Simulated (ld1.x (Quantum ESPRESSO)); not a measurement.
## Reading a pseudo-wave (thulium)

Columns: radius, all-electron u(r) and pseudo u(r) of the 5p shell (level -27.05 eV) of thulium in the configuration [Kr] 4d10 4f13 5s2 5p6 5d0 6s2 6p0; LDA (PZ), scalar-relativistic, ultrasoft scheme, ld1.x (Quantum ESPRESSO) 7.5.

```json
{"r (bohr)": "0.143", "all-electron": "-0.2995", "pseudo": "-0.0167"}
{"r (bohr)": "0.285", "all-electron": "0.1608", "pseudo": "-0.0648"}
{"r (bohr)": "0.428", "all-electron": "0.4719", "pseudo": "-0.1401"}
{"r (bohr)": "0.570", "all-electron": "0.1982", "pseudo": "-0.2340"}
{"r (bohr)": "0.713", "all-electron": "-0.2369", "pseudo": "-0.3387"}
{"r (bohr)": "0.855", "all-electron": "-0.5926", "pseudo": "-0.4428"}
{"r (bohr)": "0.998", "all-electron": "-0.8170", "pseudo": "-0.5382"}
{"r (bohr)": "1.140", "all-electron": "-0.9222", "pseudo": "-0.6153"}
{"r (bohr)": "1.283", "all-electron": "-0.9424", "pseudo": "-0.6694"}
{"r (bohr)": "1.425", "all-electron": "-0.9078", "pseudo": "-0.6963"}
{"r (bohr)": "1.568", "all-electron": "-0.8413", "pseudo": "-0.6962"}
{"r (bohr)": "1.710", "all-electron": "-0.7598", "pseudo": "-0.6715"}
{"r (bohr)": "1.853", "all-electron": "-0.6730", "pseudo": "-0.6267"}
{"r (bohr)": "1.995", "all-electron": "-0.5883", "pseudo": "-0.5682"}
{"r (bohr)": "2.138", "all-electron": "-0.5084", "pseudo": "-0.5020"}
{"r (bohr)": "2.280", "all-electron": "-0.4363", "pseudo": "-0.4351"}
{"r (bohr)": "2.423", "all-electron": "-0.3716", "pseudo": "-0.3716"}
{"r (bohr)": "2.565", "all-electron": "-0.3152", "pseudo": "-0.3152"}
{"r (bohr)": "2.708", "all-electron": "-0.2661", "pseudo": "-0.2661"}
{"r (bohr)": "2.850", "all-electron": "-0.2241", "pseudo": "-0.2241"}
{"r (bohr)": "2.992", "all-electron": "-0.1882", "pseudo": "-0.1882"}
{"r (bohr)": "3.135", "all-electron": "-0.1575", "pseudo": "-0.1575"}
{"r (bohr)": "3.278", "all-electron": "-0.1316", "pseudo": "-0.1316"}
{"r (bohr)": "3.420", "all-electron": "-0.1098", "pseudo": "-0.1098"}
{"r (bohr)": "3.563", "all-electron": "-0.0915", "pseudo": "-0.0915"}
{"r (bohr)": "3.705", "all-electron": "-0.0762", "pseudo": "-0.0762"}
```

(1) How many radial nodes do the two functions have?

(2) At about which radius was the pseudo-wave matched?

(3) Is the pseudo-wave norm-conserving?

## Answers

(1) The all-electron 5p function has n − l − 1 = 3 (the table is too coarse to show those close to the nucleus); the pseudo-wave has 0, since the states of the same l below it are removed with the core.

(2) 2.60 bohr. The columns agree to 0.0005 from 2.42 bohr on; several derivatives are matched, so the curves merge somewhat inside the radius.

(3) No, it belongs to an ultrasoft set: the norm inside the radius is not constrained, and the difference is carried by the augmentation charge.
